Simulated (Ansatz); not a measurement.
`FCO[SiH2]Cl` + H₂ → `CO[SiH2]Cl` + H–F at 700 K and 1 bar (hydrogenolysis of a C–F bond).

Program: Ansatz. Geometries: PBE0-D4/def2-TZVP. ΔE: electronic, gas phase. CCSD(T)/CBS adds triple-zeta CCSD(T) − MP2 to the extrapolated MP2 energy (def2 sets, frozen cores). This one scheme is used for every species. One conformer a species, not always the lowest.

```
      species  CCSD(T)/CBS energy (Eh)  H − E (kJ/mol)  S (J/(mol·K))
`FCO[SiH2]Cl`               -964.36339           213.5          448.9
           H₂                 -1.17544            46.8          155.3
 `CO[SiH2]Cl`               -865.17164           226.7          425.8
          H–F               -100.39570            45.2          198.5
```

H − E and S are ideal-gas, rigid-rotor, harmonic terms from PBE0-D4/def2-TZVP, for one conformer and one mirror image of each species. For small species the MP2-based limit differs from directly extrapolated CCSD(T) by up to some mEh (0.8 for H₂); such offsets cancel only in part. 1 Eh = 2625.50 kJ/mol, R = 8.31446 J/(mol·K).

Problem. By hand: ΔE, ΔH, ΔS and ΔG.

Solution. ΔE = (-865.17164) + (-100.39570) − (-964.36339) − (-1.17544) = -0.02851 Eh = -74.9 kJ/mol. Δ(H − E) = 226.7 + 45.2 − 213.5 − 46.8 = 11.6, so ΔH = -63.3 kJ/mol. ΔS = 425.8 + 198.5 − 448.9 − 155.3 = 20.1 J/(mol·K). ΔG = -63.3 − 700 × (20.1)/1000 = -77.4 kJ/mol.

Problem. By hand: the equilibrium constant, and the temperature at which ΔG would vanish if ΔH and ΔS stayed fixed.

Solution. log₁₀ K = −ΔG/(RT ln 10) = 5.8. ΔH and −TΔS have one sign here, so there is no such temperature.

ΔH outweighs TΔS. A doubt of 5 kJ/mol in ΔE shifts log₁₀ K by 0.4 here. Other conformers and mirror images would add mixing entropy, several J/(mol·K) or more a flexible species. Modes under 60 cm⁻¹, often nearly free rotors, make the harmonic entropy too high. These are equilibria of isolated gas molecules and say nothing of rates. Largest T1 diagnostic: 0.011 (customary marks: 0.02 for closed shells, 0.045 for open ones).
